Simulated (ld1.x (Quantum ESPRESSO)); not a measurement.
# Building the RRKJ potential for lutetium (PBE, fully relativistic).

ld1.x (Quantum ESPRESSO) 7.5 was run on this input:

```
&input
   title='Lu', zed=71., rel=2, dft='PBE', iswitch=3,
   config='[Xe] 4f14 5d1 6s2 6p0', rel_dist='average',
   nld=5, rlderiv=2.25, eminld=-6.0, emaxld=5.0, deld=0.02
 /
 &inputp
   pseudotype=2, tm=.false., rho0=0.005, lloc=0,
   nlcc=.false.,
   file_pseudopw='Lu.UPF', file_wfcaegen='ae.wfc', file_wfcncgen='nc.wfc', file_beta='beta', file_chi='chi'
 /
3
5P  2  1   6.00   0.00  1.75  1.75  0.0
5D  3  2   1.00   0.00  2.05  2.05  0.0
5S  1  0   2.00   0.00  1.55  1.55  0.0
 &test
   configts(1)='5s2 5p6 5d1 6s2 6p0'
 /
```

Command:

```bash
ld1.x < Lu.in > Lu.out
```

Resulting log (shortened: banner, matrices, multipoles, cross overlaps and the repeated all-electron block are left out):

```
Program LD1 v.7.5
 state nlj           4           3   2.5000000000000000       not converged
 state nlj           4           3   3.5000000000000000       not converged
 state nlj           4           3   2.5000000000000000       not converged
 state nlj           4           3   3.5000000000000000       not converged
 state nlj           5           2   1.5000000000000000       not converged
 state nlj           5           2   2.5000000000000000       not converged
 state nlj           6           1  0.50000000000000000       not converged
 state nlj           6           1   1.5000000000000000       not converged
 classical turning point too close to mesh           5           2          -3
 classical turning point too close to mesh           6           0          -1
     --------------------------- All-electron run ----------------------------

     Lu
     dirac relativistic calculation

     atomic number is 71.00
     dft =PBE   lsd =0 sic =0 latt =0  beta=0.20 tr2=1.0E-14
     Exchange-correlation= PBE
                           (   1   4   3   4   0   0   0)
     mesh =1271 r(mesh) = 100.71756 a.u. xmin = -7.00 dx = 0.01250
     1 Ry =  13.60569312 eV, c = 137.03599908

     n l j   nl                  e(Ry)          e(Ha)          e(eV)
     Spin orbit split results
     1 0 0.5 1S 1( 2.00)     -4642.5084     -2321.2542    -63164.5451
     2 0 0.5 2S 1( 2.00)      -789.7580      -394.8790    -10745.2057
     2 1 0.5 2P 1( 2.00)      -753.7093      -376.8547    -10254.7377
     2 1 1.5 2P 1( 4.00)      -671.5660      -335.7830     -9137.1207
     3 0 0.5 3S 1( 2.00)      -178.9683       -89.4841     -2434.9874
     3 1 0.5 3P 1( 2.00)      -163.0414       -81.5207     -2218.2915
     3 1 1.5 3P 1( 4.00)      -145.5203       -72.7602     -1979.9049
     4 0 0.5 4S 1( 2.00)       -35.6272       -17.8136      -484.7322
     4 1 0.5 4P 1( 2.00)       -29.1448       -14.5724      -396.5355
     4 1 1.5 4P 1( 4.00)       -25.1588       -12.5794      -342.3026
     3 2 1.5 3D 1( 4.00)      -118.5248       -59.2624     -1612.6122
     3 2 2.5 3D 1( 6.00)      -114.7001       -57.3500     -1560.5742
     5 0 0.5 5S 1( 2.00)        -4.4777        -2.2388       -60.9222
     5 1 0.5 5P 1( 2.00)        -2.6890        -1.3445       -36.5858
     5 1 1.5 5P 1( 4.00)        -2.1836        -1.0918       -29.7098
     4 2 1.5 4D 1( 4.00)       -14.5118        -7.2559      -197.4427
     4 2 2.5 4D 1( 6.00)       -13.7842        -6.8921      -187.5431
     4 3 2.5 4F 1( 6.00)        -0.7675        -0.3838       -10.4430
     4 3 3.5 4F 1( 8.00)        -0.6557        -0.3278        -8.9207
     5 2 1.5 5D 1( 0.40)        -0.1432        -0.0716        -1.9477
     5 2 2.5 5D 1( 0.60)        -0.1199        -0.0599        -1.6306
     6 0 0.5 6S 1( 2.00)        -0.3425        -0.1713        -4.6603
     6 1 0.5 6P 1( 0.00)        -0.1163        -0.0581        -1.5822
     6 1 1.5 6P 1( 0.00)        -0.0925        -0.0462        -1.2582
     Averaged results
     1 0     1S 1( 2.00)     -4642.5084     -2321.2542    -63164.5451
     2 0     2S 1( 2.00)      -789.7580      -394.8790    -10745.2057
     2 1     2P 1( 6.00)      -698.9471      -349.4735     -9509.6597
     3 0     3S 1( 2.00)      -178.9683       -89.4841     -2434.9874
     3 1     3P 1( 6.00)      -151.3607       -75.6803     -2059.3671
     4 0     4S 1( 2.00)       -35.6272       -17.8136      -484.7322
     4 1     4P 1( 6.00)       -26.4875       -13.2437      -360.3802
     3 2     3D 1(10.00)      -116.2300       -58.1150     -1581.3894
     5 0     5S 1( 2.00)        -4.4777        -2.2388       -60.9222
     5 1     5P 1( 6.00)        -2.3521        -1.1760       -32.0018
     4 2     4D 1(10.00)       -14.0752        -7.0376      -191.5029
     4 3     4F 1(14.00)        -0.7036        -0.3518        -9.5731
     5 2     5D 1( 1.00)        -0.1292        -0.0646        -1.7575
     6 0     6S 1( 2.00)        -0.3425        -0.1713        -4.6603
     6 1     6P 1( 0.00)        -0.1004        -0.0502        -1.3662

     final scf error:  4.2E-15 reached in  33 iterations

     Etot =  -29162.187544 Ry,  -14581.093772 Ha, -396771.774518 eV

     Ekin =   32514.989011 Ry,   16257.494506 Ha,  442388.962384 eV
     Encl =  -72529.914500 Ry,  -36264.957250 Ha, -986819.758927 eV
     Eh   =   11457.006154 Ry,    5728.503077 Ha,  155880.509843 eV
     Exc  =    -604.268209 Ry,    -302.134105 Ha,   -8221.487817 eV

     normalization and overlap integrals

     s(1S/1S) =  1.000000  <r> =   0.0193  <r2> =    0.0005  r(max) =   0.0121
     s(2S/2S) =  1.000000  <r> =   0.0812  <r2> =    0.0079  r(max) =   0.0698
     s(2P/2P) =  1.000000  <r> =   0.0674  <r2> =    0.0056  r(max) =   0.0523
     s(2P/2P) =  1.000000  <r> =   0.0750  <r2> =    0.0069  r(max) =   0.0586
     s(3S/3S) =  1.000000  <r> =   0.2121  <r2> =    0.0516  r(max) =   0.1969
     s(3P/3P) =  1.000000  <r> =   0.2020  <r2> =    0.0475  r(max) =   0.1849
     s(3P/3P) =  1.000000  <r> =   0.2162  <r2> =    0.0542  r(max) =   0.1969
     s(4S/4S) =  1.000000  <r> =   0.4778  <r2> =    0.2581  r(max) =   0.4492
     s(4P/4P) =  1.000000  <r> =   0.4850  <r2> =    0.2681  r(max) =   0.4492
     s(4P/4P) =  1.000000  <r> =   0.5176  <r2> =    0.3051  r(max) =   0.4782
     s(3D/3D) =  1.000000  <r> =   0.1898  <r2> =    0.0424  r(max) =   0.1553
     s(3D/3D) =  1.000000  <r> =   0.1942  <r2> =    0.0442  r(max) =   0.1592
     s(5S/5S) =  1.000000  <r> =   1.1721  <r2> =    1.5482  r(max) =   1.0380
     s(5P/5P) =  1.000000  <r> =   1.3163  <r2> =    1.9739  r(max) =   1.1329
     s(5P/5P) =  1.000000  <r> =   1.4308  <r2> =    2.3364  r(max) =   1.2212
     s(4D/4D) =  1.000000  <r> =   0.5409  <r2> =    0.3399  r(max) =   0.4782
     s(4D/4D) =  1.000000  <r> =   0.5524  <r2> =    0.3544  r(max) =   0.4842
     s(4F/4F) =  1.000000  <r> =   0.7163  <r2> =    0.6824  r(max) =   0.4664
     s(4F/4F) =  1.000000  <r> =   0.7326  <r2> =    0.7196  r(max) =   0.4723
     s(5D/5D) =  1.000000  <r> =   2.8268  <r2> =   10.2539  r(max) =   1.7992
     s(5D/5D) =  1.000000  <r> =   3.0071  <r2> =   11.6733  r(max) =   1.8679
     s(6S/6S) =  1.000000  <r> =   3.6457  <r2> =   15.1764  r(max) =   3.0797
     s(6P/6P) =  1.000000  <r> =   5.0564  <r2> =   29.7881  r(max) =   4.0545
     s(6P/6P) =  1.000000  <r> =   5.5420  <r2> =   35.8030  r(max) =   4.3702

     ------------------------ End of All-electron run ------------------------

     --------------------- Generating NC pseudopotential ---------------------

      Generating local pot.: lloc=0, matching radius rcloc =   1.5500

     Fully relativistic calculation: |psi|^2

     Wfc 5P LC norm =  0.99972754 SC norm =  0.00027217 missing  0.00000029

     Wfc 5P LC norm =  0.99976811 SC norm =  0.00023015 missing  0.00000173

     Wfc 5D LC norm =  0.99993352 SC norm =  0.00006589 missing  0.00000059

     Wfc 5D LC norm =  0.99994074 SC norm =  0.00005096 missing  0.00000830

      Wfc   5P  rcut= 1.755  Estimated cut-off energy=       58.93 Ry
      This function has    0 nodes for 0 < r <    1.755

      Wfc   5P  rcut= 1.755  Estimated cut-off energy=       58.47 Ry
      This function has    0 nodes for 0 < r <    1.755

      Wfc   5D  rcut= 2.039  Estimated cut-off energy=       55.47 Ry
      This function has    0 nodes for 0 < r <    2.039

      Wfc   5D  rcut= 2.039  Estimated cut-off energy=       55.38 Ry
      This function has    0 nodes for 0 < r <    2.039

     ------------------- End of pseudopotential generation -------------------

 state nlj           4           3   2.5000000000000000       not converged
 state nlj           4           3   3.5000000000000000       not converged
 state nlj           4           3   2.5000000000000000       not converged
 state nlj           4           3   3.5000000000000000       not converged
 state nlj           5           2   1.5000000000000000       not converged
 state nlj           5           2   2.5000000000000000       not converged
 state nlj           6           1  0.50000000000000000       not converged
 state nlj           6           1   1.5000000000000000       not converged
 classical turning point too close to mesh           5           2          -3
 classical turning point too close to mesh           6           0          -1
     Computing logarithmic derivative in   2.23914
     Computing logarithmic derivative in   2.23914
     Computing the partial wave expansion
       no projector for channel:   0
     R is outside the sphere for l=    1 j= 0.50
     R is outside the sphere for l=    1 j= 1.50
     R is outside the sphere for l=    2 j= 1.50
     R is outside the sphere for l=    2 j= 2.50

     ---------------------- Testing the pseudopotential ----------------------

     Lu
     dirac relativistic calculation

     atomic number is 71.00   valence charge is 11.00
     dft =PBE   lsd =0 sic =0 latt =0  beta=0.20 tr2=1.0E-14
     mesh =1271 r(mesh) = 100.71756 xmin = -7.00 dx = 0.01250

     n l  j  nl             e AE (Ry)       e PS (Ry)    De AE-PS (Ry)
     1 0 0.5 5S   1( 2.00)       -4.47770       -4.47771        0.00001
     2 1 0.5 5P   1( 2.00)       -2.68901       -2.68901       -0.00000
     2 1 1.5 5P   1( 4.00)       -2.18363       -2.18363        0.00000
     3 2 1.5 5D   1( 0.40)       -0.14315       -0.14315       -0.00000
     3 2 2.5 5D   1( 0.60)       -0.11985       -0.11985        0.00000
     2 0 0.5 6S   1( 2.00)       -0.34252       -0.36480        0.02228  !
     3 1 0.5 6P   1( 0.00)       -0.11629       -0.12405        0.00776  !
     3 1 1.5 6P   1( 0.00)       -0.09247       -0.09340        0.00092

     eps = 9.8E-15  iter = 24

     Etot =  -29162.187544 Ry,  -14581.093772 Ha, -396771.774518 eV
     Etotps =   -83.523633 Ry,     -41.761817 Ha,   -1136.396920 eV

     Ekin =      24.379977 Ry,      12.189988 Ha,     331.706485 eV
     Encl =    -161.682771 Ry,     -80.841385 Ha,   -2199.806163 eV
     Ehrt =      62.628120 Ry,      31.314060 Ha,     852.098988 eV
     Ecxc =     -10.208252 Ry,      -5.104126 Ha,    -138.890339 eV
     Epseu=       1.359292 Ry,       0.679646 Ha,      18.494110 eV

     ---------------------- End of pseudopotential test ----------------------
```

Generation and configuration tests took about 5.5 s on one core of a shared server CPU.

Transferability test of the new file with ld1.x, input:

```
&input
   title='Lu', zed=71., rel=2, dft='PBE', iswitch=2,
   config='[Xe] 4f14 5d1 6s2 6p0', rel_dist='average'
 /
 &test
   file_pseudo='Lu.UPF', nconf=8,
   configts(1)='5s2 5p6 5d1 6s2 6p0',
   configts(2)='5s2 5p6 5d1 6s1 6p0',
   configts(3)='5s2 5p6 5d1 6s0 6p0',
   configts(4)='5s2 5p6 5d0 6s0 6p0',
   configts(5)='5s2 5p6 5d0 6s2 6p1',
   configts(6)='5s2 5p6 5d1.5 6s1.5 6p0',
   configts(7)='5s2 5p6 5d1 6s1 6p1',
   configts(8)='5s2 5p6 5d0 6s2 6p0'
 /
```

```bash
ld1.x < Lu.test.in > Lu.test.out
```

Pseudopotential blocks of its output, shortened (energy terms left out):

```
     ---------------------- Testing the pseudopotential ----------------------

     n l  j  nl             e AE (Ry)       e PS (Ry)    De AE-PS (Ry)
     1 0 0.5 5S   1( 2.00)       -4.47770       -4.47771        0.00001
     2 1 0.5 5P   1( 2.00)       -2.68901       -2.68901       -0.00000
     2 1 1.5 5P   1( 4.00)       -2.18363       -2.18363        0.00000
     3 2 1.5 5D   1( 0.40)       -0.14315       -0.14315       -0.00000
     3 2 2.5 5D   1( 0.60)       -0.11985       -0.11985        0.00000
     2 0 0.5 6S   1( 2.00)       -0.34252       -0.36480        0.02228  !
     3 1 0.5 6P   1( 0.00)       -0.11629       -0.12405        0.00776  !
     3 1 1.5 6P   1( 0.00)       -0.09247       -0.09340        0.00092

     eps = 2.1E-15  iter = 24

     Etot =  -29162.187544 Ry,  -14581.093772 Ha, -396771.774518 eV
     Etotps =   -83.523633 Ry,     -41.761816 Ha,   -1136.396916 eV

     ---------------------- End of pseudopotential test ----------------------

          ---------------------- Testing the pseudopotential ----------------------

     n l  j  nl             e AE (Ry)       e PS (Ry)    De AE-PS (Ry)
     1 0 0.5 5S   1( 2.00)       -4.97080       -4.99292        0.02212  !
     2 1 0.5 5P   1( 2.00)       -3.18230       -3.20320        0.02090  !
     2 1 1.5 5P   1( 4.00)       -2.67670       -2.69642        0.01972  !
     3 2 1.5 5D   1( 0.40)       -0.59598       -0.60774        0.01176  !
     3 2 2.5 5D   1( 0.60)       -0.56701       -0.57823        0.01122  !
     2 0 0.5 6S   1( 1.00)       -0.75029       -0.78577        0.03548  !
     3 1 0.5 6P   1( 0.00)       -0.47104       -0.49001        0.01897  !
     3 1 1.5 6P   1( 0.00)       -0.43107       -0.43711        0.00604  !

     eps = 6.4E-15  iter = 26

     Etot =  -29161.646044 Ry,  -14580.823022 Ha, -396764.407041 eV
     Etotps =   -82.953598 Ry,     -41.476799 Ha,   -1128.641202 eV
     dEtot_ae =       0.541500 Ry
     dEtot_ps =       0.570034 Ry,   Delta E=      -0.028535 Ry

     ---------------------- End of pseudopotential test ----------------------

          ---------------------- Testing the pseudopotential ----------------------

     n l  j  nl             e AE (Ry)       e PS (Ry)    De AE-PS (Ry)
     1 0 0.5 5S   1( 2.00)       -5.55825       -5.61330        0.05506  !
     2 1 0.5 5P   1( 2.00)       -3.76795       -3.81924        0.05130  !
     2 1 1.5 5P   1( 4.00)       -3.26018       -3.30794        0.04776  !
     3 2 1.5 5D   1( 0.40)       -1.12734       -1.15614        0.02880  !
     3 2 2.5 5D   1( 0.60)       -1.09302       -1.12062        0.02760  !
     2 0 0.5 6S   1( 0.00)       -1.21042       -1.26347        0.05306  !
     3 1 0.5 6P   1( 0.00)       -0.87855       -0.91380        0.03525  !
     3 1 1.5 6P   1( 0.00)       -0.82145       -0.83509        0.01364  !

     eps = 6.9E-15  iter = 18

     Etot =  -29160.670052 Ry,  -14580.335026 Ha, -396751.127991 eV
     Etotps =   -81.933799 Ry,     -40.966899 Ha,   -1114.766120 eV
     dEtot_ae =       1.517492 Ry
     dEtot_ps =       1.589834 Ry,   Delta E=      -0.072342 Ry

     ---------------------- End of pseudopotential test ----------------------

          ---------------------- Testing the pseudopotential ----------------------

     n l  j  nl             e AE (Ry)       e PS (Ry)    De AE-PS (Ry)
     1 0 0.5 5S   1( 2.00)       -6.43397       -6.51927        0.08530  !
     2 1 0.5 5P   1( 2.00)       -4.62974       -4.70709        0.07734  !
     2 1 1.5 5P   1( 4.00)       -4.10971       -4.18040        0.07070  !
     3 2 1.5 5D   1( 0.00)       -1.86836       -1.91019        0.04183  !
     3 2 2.5 5D   1( 0.00)       -1.82517       -1.86523        0.04006  !
     2 0 0.5 6S   1( 0.00)       -1.80209       -1.87688        0.07478  !
     3 1 0.5 6P   1( 0.00)       -1.39421       -1.45248        0.05827  !
     3 1 1.5 6P   1( 0.00)       -1.31044       -1.32630        0.01586  !

     eps = 2.0E-15  iter = 16

     Etot =  -29159.203889 Ry,  -14579.601944 Ha, -396731.179822 eV
     Etotps =   -80.433128 Ry,     -40.216564 Ha,   -1094.348456 eV
     dEtot_ae =       2.983655 Ry
     dEtot_ps =       3.090505 Ry,   Delta E=      -0.106850 Ry

     ---------------------- End of pseudopotential test ----------------------

          ---------------------- Testing the pseudopotential ----------------------

     n l  j  nl             e AE (Ry)       e PS (Ry)    De AE-PS (Ry)
     1 0 0.5 5S   1( 2.00)       -4.71038       -4.71043        0.00005
     2 1 0.5 5P   1( 2.00)       -2.91480       -2.91380       -0.00100
     2 1 1.5 5P   1( 4.00)       -2.40318       -2.40157       -0.00161
     3 2 1.5 5D   1( 0.00)       -0.29123       -0.28845       -0.00278
     3 2 2.5 5D   1( 0.00)       -0.26142       -0.25872       -0.00270
     2 0 0.5 6S   1( 2.00)       -0.43991       -0.46592        0.02601  !
     3 1 0.5 6P   1( 0.33)       -0.18241       -0.19352        0.01111  !
     3 1 1.5 6P   1( 0.67)       -0.15072       -0.15178        0.00106

     eps = 6.3E-15  iter = 24

     Etot =  -29162.119700 Ry,  -14581.059850 Ha, -396770.851460 eV
     Etotps =   -83.460744 Ry,     -41.730372 Ha,   -1135.541272 eV
     dEtot_ae =       0.067844 Ry
     dEtot_ps =       0.062889 Ry,   Delta E=       0.004955 Ry

     ---------------------- End of pseudopotential test ----------------------

          ---------------------- Testing the pseudopotential ----------------------

     n l  j  nl             e AE (Ry)       e PS (Ry)    De AE-PS (Ry)
     1 0 0.5 5S   1( 2.00)       -4.43667       -4.44218        0.00551  !
     2 1 0.5 5P   1( 2.00)       -2.65018       -2.65565        0.00546  !
     2 1 1.5 5P   1( 4.00)       -2.14672       -2.15195        0.00523  !
     3 2 1.5 5D   1( 0.60)       -0.12448       -0.12746        0.00298
     3 2 2.5 5D   1( 0.90)       -0.10277       -0.10556        0.00279
     2 0 0.5 6S   1( 1.50)       -0.33243       -0.35563        0.02320  !
     3 1 0.5 6P   1( 0.00)       -0.11288       -0.12122        0.00833  !
     3 1 1.5 6P   1( 0.00)       -0.09062       -0.09253        0.00191

     eps = 7.6E-15  iter = 25

     Etot =  -29162.078867 Ry,  -14581.039433 Ha, -396770.295889 eV
     Etotps =   -83.404325 Ry,     -41.702162 Ha,   -1134.773648 eV
     dEtot_ae =       0.108677 Ry
     dEtot_ps =       0.119308 Ry,   Delta E=      -0.010631 Ry

     ---------------------- End of pseudopotential test ----------------------

          ---------------------- Testing the pseudopotential ----------------------

     n l  j  nl             e AE (Ry)       e PS (Ry)    De AE-PS (Ry)
     1 0 0.5 5S   1( 2.00)       -4.58421       -4.59790        0.01369  !
     2 1 0.5 5P   1( 2.00)       -2.79518       -2.80783        0.01265  !
     2 1 1.5 5P   1( 4.00)       -2.28916       -2.30072        0.01155  !
     3 2 1.5 5D   1( 0.40)       -0.22420       -0.22961        0.00541  !
     3 2 2.5 5D   1( 0.60)       -0.19824       -0.20329        0.00505  !
     2 0 0.5 6S   1( 1.00)       -0.40389       -0.43131        0.02742  !
     3 1 0.5 6P   1( 0.33)       -0.16496       -0.17662        0.01166  !
     3 1 1.5 6P   1( 0.67)       -0.13783       -0.14103        0.00321

     eps = 5.5E-15  iter = 20

     Etot =  -29161.937832 Ry,  -14580.968916 Ha, -396768.377018 eV
     Etotps =   -83.253662 Ry,     -41.626831 Ha,   -1132.723772 eV
     dEtot_ae =       0.249712 Ry
     dEtot_ps =       0.269971 Ry,   Delta E=      -0.020259 Ry

     ---------------------- End of pseudopotential test ----------------------

          ---------------------- Testing the pseudopotential ----------------------

     n l  j  nl             e AE (Ry)       e PS (Ry)    De AE-PS (Ry)
     1 0 0.5 5S   1( 2.00)       -5.13173       -5.13948        0.00775  !
     2 1 0.5 5P   1( 2.00)       -3.33586       -3.34232        0.00646  !
     2 1 1.5 5P   1( 4.00)       -2.82395       -2.82973        0.00578  !
     3 2 1.5 5D   1( 0.00)       -0.69439       -0.69697        0.00258
     3 2 2.5 5D   1( 0.00)       -0.66183       -0.66426        0.00242
     2 0 0.5 6S   1( 2.00)       -0.81184       -0.84553        0.03369  !
     3 1 0.5 6P   1( 0.00)       -0.51448       -0.53249        0.01801  !
     3 1 1.5 6P   1( 0.00)       -0.46936       -0.47201        0.00265

     eps = 6.9E-15  iter = 28

     Etot =  -29161.801109 Ry,  -14580.900554 Ha, -396766.516800 eV
     Etotps =   -83.136048 Ry,     -41.568024 Ha,   -1131.123561 eV
     dEtot_ae =       0.386435 Ry
     dEtot_ps =       0.387584 Ry,   Delta E=      -0.001149 Ry

     ---------------------- End of pseudopotential test ----------------------
```
